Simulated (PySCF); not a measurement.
C$_{2}$H$_{7}$B, singlet, at a GFN2-xTB geometry, atoms displaced at random by about 0.08 Å a coordinate; PySCF with PBE0/STO-3G, gradient.

PySCF was given this input:
```python
from pyscf import gto, scf, dft

mol = gto.Mole()
mol.atom = '''
    B    -0.43732180   -0.54827792   -0.05354594
    H    -1.05268907   -1.37204031    0.09644819
    C     1.11708021   -0.46486859    0.72772698
    H     1.21458299   -1.01400831    1.65803940
    H     1.50868591    0.52297887    0.93108687
    H     1.71987291   -1.25421735    0.04401467
    C    -0.88219277    0.83795244   -0.77095800
    H    -1.56727817    1.39270215   -0.10683690
    H    -1.54251133    0.51112616   -1.68330026
    H     0.04313230    1.57195779   -0.85077996
'''
mol.basis = 'sto-3g'
mol.verbose = 3
mol.build()

mf = dft.RKS(mol)
mf.xc = 'pbe0'
mf.kernel()
g = mf.nuc_grad_method()
grad = g.kernel()
```

### Question
Write the output that PySCF gives for this input, abridged.

### Answer

```
converged SCF energy = -103.822911158973
--------------- RKS gradients ---------------
         x                y                z
0 B    -0.1262866904    -0.1456383480    -0.0345059171
1 H     0.0675180860     0.0956333820    -0.0074815632
2 C     0.0416562817     0.0830037216     0.0609029187
3 H     0.0163980157     0.0040572372    -0.0161647341
4 H    -0.0124197452    -0.0095229637     0.0187433317
5 H     0.0135971669    -0.0600633875    -0.0235407769
6 C    -0.0122973411     0.0196704835     0.0102616371
7 H     0.0033500188     0.0072284840    -0.0033441946
8 H    -0.0380803830    -0.0319061678    -0.0241430598
9 H     0.0465674902     0.0375194848     0.0192816422
----------------------------------------------
```
